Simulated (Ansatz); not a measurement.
Geometry optimisation, RKS revPBE/6-31G* (Ansatz).

input.yaml

```yaml
crystal:
  periodic: [false, false, false]
  atoms:
    - { symbol: B, position_ang: [-0.064192, -0.289918, -0.027106] }
    - { symbol: Cl, position_ang: [0.000891, -1.170558, 1.586191] }
    - { symbol: O, position_ang: [0.996294, -0.319296, -0.867685] }
    - { symbol: H, position_ang: [1.728604, -0.837365, -0.475394] }
    - { symbol: H, position_ang: [-1.07769, 0.250834, -0.353982] }
    - { symbol: P, position_ang: [-0.06102, 2.667469, 0.974778] }
    - { symbol: H, position_ang: [0.834909, 3.31357, 1.896586] }
    - { symbol: H, position_ang: [0.992919, 2.399292, 0.045367] }
    - { symbol: H, position_ang: [0.090584, 1.402173, 1.615045] }
basis:
  gaussian: { orbitals: "6-31G*" }
hamiltonian:
  xc: revpbe
relax:
  f_tol: 0.03
  max_steps: 50
```

Command:

```bash
$ ansatz run input.yaml --threads 1 --pin off --max-ram 2048MiB --backend cpu --events-out ev --progress --plain --runs-dir out
```

Q: Where does it end, and by what steps?

A: The forces met the threshold. The force dipped under the threshold on the way, but the program's further checks kept it going. After 37 steps the energy has fallen by 0.288 eV; Cl2 moved furthest, 2.06 Å.

| step | energy less start (eV) | largest force component (eV/Å) | accepted |
| --- | --- | --- | --- |
| 0 | 0.0000 | 0.666 | yes |
| 2 | -0.2223 | 0.342 | yes |
| 4 | -0.2186 | 1.412 | no |
| 6 | -0.2718 | 0.117 | yes |
| 8 | -0.2760 | 0.051 | yes |
| 10 | -0.2767 | 0.035 | yes |
| 12 | -0.2766 | 0.148 | no |
| 14 | -0.2776 | 0.145 | no |
| 16 | -0.2787 | 0.085 | yes |
| 18 | -0.2795 | 0.047 | yes |
| 20 | -0.2808 | 0.081 | yes |
| 22 | -0.2819 | 0.063 | yes |
| 24 | -0.2836 | 0.128 | yes |
| 26 | -0.2842 | 0.211 | yes |
| 28 | -0.2863 | 0.024 | yes |
| 30 | -0.2863 | 0.175 | no |
| 32 | -0.2871 | 0.142 | no |
| 34 | -0.2856 | 0.204 | no |
| 36 | -0.2881 | 0.015 | yes |
| 37 | -0.2884 | 0.017 | yes |

```xyz
9
Properties=species:S:1:pos:R:3
B -0.167 -1.108 -0.165
Cl 0.021 -2.815 0.341
O 0.909 -0.322 -0.439
H 1.757 -0.802 -0.326
H -1.267 -0.643 -0.266
P 0.248 3.710 1.041
H 1.450 3.934 1.798
H 0.809 2.587 0.344
H -0.320 2.876 2.065
```

Whether the end is a true minimum wasn't checked by a vibrational analysis.

Time of the run: 2.7 min on 1 thread of Arm Neoverse N1 (shared host), peak memory 0.15 GiB.
